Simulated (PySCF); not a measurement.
**Basis and Hamiltonian dependence of the ionisation energy of Br+**

Br+ [Ar] 3d10 4s2 4p4 (3P) → Br(2+) [Ar] 3d10 4s2 4p3 (4S). All values are computed (PySCF 2.14, energy differences of UHF-based or UKS calculations, no spin-orbit coupling). Values in eV.

```csv
basis,Hamiltonian,functions,UHF,r2SCAN,PBE0,MP2 (valence),CCSD(T) (valence),CCSD(T) (valence and next inner shell)
cc-pVDZ-PP with ECP10MDF,ECP,23,20.173,21.364,21.294,20.584,20.612,n/a
6-31G*,non-relativistic,32,20.207,n/a,n/a,20.565,20.587,n/a
x2c-SVPall,spin-free X2C,32,20.304,21.532,n/a,20.734,20.765,n/a
aug-cc-pVDZ-DK,spin-free X2C,36,20.194,21.430,21.352,20.644,20.690,n/a
ANO-RCC-VTZP,spin-free X2C,43,20.265,21.459,21.399,20.945,n/a,21.143
aug-cc-pVTZ-PP with ECP10MDF,ECP,55,20.231,21.400,21.329,20.933,21.079,n/a
"x2c-TZVPPall with one added diffuse shell each of s, p, d type",spin-free X2C,57,20.238,21.454,21.386,20.927,n/a,21.106
aug-cc-pVTZ-DK,spin-free X2C,59,20.239,21.437,21.381,20.939,21.084,n/a
"aug-cc-pVTZ-PP with one added diffuse shell each of s, d, f type with ECP10MDF",ECP,68,20.231,21.401,21.329,20.935,21.081,n/a
dyall-av2z,non-relativistic,92,20.211,21.428,21.355,20.677,20.720,n/a
x2c-QZVPPall,spin-free X2C,97,20.239,21.455,21.384,21.049,21.207,n/a
def2-QZVPPD,non-relativistic,98,20.249,21.462,21.395,21.050,21.210,n/a
aug-cc-pV5Z-PP with ECP10MDF,ECP,136,20.231,21.414,21.333,21.103,n/a,n/a
```

Estimate the row for dyall-ae2z (non-relativistic, 97 functions).

From the rows with the same Hamiltonian and similar size; the calculation gives UHF 20.27; MP2 (valence) 20.73; CCSD(T) (valence) 20.77 (eV).

Frozen in the all-electron rows: valence: [Ar] 3d10; valence and next inner shell: [Ne]; with a core potential, the same shells as far as they lie outside it.

Non-relativistic rows lack the scalar-relativistic shift.

Reference for a calculation without spin-orbit coupling: 21.409 eV (measured, between term centres; NIST).
